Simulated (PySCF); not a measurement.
# `C1O[C@@H](OC)[C@@]1(C)CF`, C₆H₁₁FO₂

Molfile (atoms numbered from 1):
```
C6H11FO2
     RDKit          3D

 20 20  0  0  0  0  0  0  0  0999 V2000
    2.8488   -0.0609    0.4075 C   0  0  0  0  0  0  0  0  0  0  0  0
    1.4570   -0.0980    0.6654 O   0  0  0  0  0  0  0  0  0  0  0  0
    0.6919   -0.1833   -0.4837 C   0  0  2  0  0  0  0  0  0  0  0  0
    0.7183    0.9899   -1.2932 O   0  0  0  0  0  0  0  0  0  0  0  0
   -0.6787    1.2348   -1.1042 C   0  0  0  0  0  0  0  0  0  0  0  0
   -0.8237   -0.0295   -0.2372 C   0  0  1  0  0  0  0  0  0  0  0  0
   -1.6952   -1.1300   -0.8187 C   0  0  0  0  0  0  0  0  0  0  0  0
   -1.1785    0.2482    1.2173 C   0  0  0  0  0  0  0  0  0  0  0  0
   -2.4694    0.7130    1.3030 F   0  0  0  0  0  0  0  0  0  0  0  0
    3.1779   -0.9911   -0.0692 H   0  0  0  0  0  0  0  0  0  0  0  0
    3.0963    0.7837   -0.2401 H   0  0  0  0  0  0  0  0  0  0  0  0
    3.3321    0.0528    1.3747 H   0  0  0  0  0  0  0  0  0  0  0  0
    0.9865   -1.0661   -1.0795 H   0  0  0  0  0  0  0  0  0  0  0  0
   -0.8593    2.1807   -0.5893 H   0  0  0  0  0  0  0  0  0  0  0  0
   -1.2197    1.2177   -2.0527 H   0  0  0  0  0  0  0  0  0  0  0  0
   -1.4588   -1.2935   -1.8673 H   0  0  0  0  0  0  0  0  0  0  0  0
   -1.5364   -2.0588   -0.2748 H   0  0  0  0  0  0  0  0  0  0  0  0
   -2.7421   -0.8476   -0.7338 H   0  0  0  0  0  0  0  0  0  0  0  0
   -0.5280    1.0138    1.6461 H   0  0  0  0  0  0  0  0  0  0  0  0
   -1.1241   -0.6651    1.8166 H   0  0  0  0  0  0  0  0  0  0  0  0
  1  2  1  0
  2  3  1  0
  3  4  1  0
  4  5  1  0
  5  6  1  0
  6  7  1  6
  6  8  1  0
  8  9  1  0
  6  3  1  0
  1 10  1  0
  1 11  1  0
  1 12  1  0
  3 13  1  6
  5 14  1  0
  5 15  1  0
  7 16  1  0
  7 17  1  0
  7 18  1  0
  8 19  1  0
  8 20  1  0
M  END
```

The calculation used GIAO HF/pcSseg-1 magnetisability, rotational g tensor and spin-rotation constants, non-relativistic, gas phase in PySCF. Geometry: GFN2-xTB.

**Question.** What are the magnetisability and the molar susceptibility?

**Answer.** Isotropic -1361 × 10⁻³⁰ J/T², or -82.0 × 10⁻⁶ cm³/mol; principal values -1540, -1352, -1191 × 10⁻³⁰ J/T², anisotropy 303 × 10⁻³⁰ J/T² (root of half the summed squared differences of the principal values). The susceptibility is in cgs units.

**Question.** Split it along the inertial axes a, b, c into diamagnetic and paramagnetic parts about the centre of mass, with the quadrupole moment.

**Answer.** 
| axis | χ (10⁻⁶ cm³/mol) | diamagnetic (10⁻⁶ cm³/mol) | paramagnetic (10⁻⁶ cm³/mol) | summed x² of all electrons (Å²) | quadrupole Θ (D Å) |
| --- | --- | --- | --- | --- | --- |
| a | -92.7 | -594.0 | 501.3 | 218.8 | -1.36 |
| b | -74.9 | -1165.7 | 1090.9 | 84.0 | -0.78 |
| c | -78.3 | -1284.8 | 1206.5 | 56.0 | +2.14 |

Anisotropies 2χaa − χbb − χcc = -32.2 and 2χbb − χaa − χcc = +21.3 × 10⁻⁶ cm³/mol. Θ is traceless in Buckingham's convention.

**Question.** And the rotational g tensor?

**Answer.** 
```tsv
axis	rotational constant (GHz)	g	nuclear part	electronic part
a	2.5595	-0.0045	0.5983	-0.6027
b	1.1321	-0.0117	0.5685	-0.5802
c	1.0080	-0.0095	0.5618	-0.5713
```
Asymmetric top; isotopes 12C, 19F, 1H, 16O; no vibrational averaging.
